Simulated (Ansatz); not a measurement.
Be(SMe)(SeH) (CH4BeSSe), SMILES [S]([Be][SeH])C.

The structure is a stationary point at TPSSh-D3(BJ)/def2-SVP. The structure was generated by enumeration; whether it is a known compound was not checked. Other conformers were not sampled.

Two levels are set side by side: PBE/def2-SVPD (Ansatz, an electronic-structure program) and PBE0/def2-SVPD (Ansatz). Energy differences of separate SCF runs at the same geometry; the states with an electron removed or added have multiplicity 2 and 2. Differences are taken from unrounded values.

```
quantity                            PBE
---------------------------------  ----
vertical ionisation energy (eV)    8.85
vertical singlet–triplet gap (eV)  4.19
```

Problem. These are the PBE values. What does PBE0 give? (Estimate from the structure and the level; the computed values follow.)

Solution. 
```tsv
quantity	PBE0	PBE minus PBE0
vertical ionisation energy (eV)	9.17	-0.32
vertical singlet–triplet gap (eV)	4.55	-0.36
```
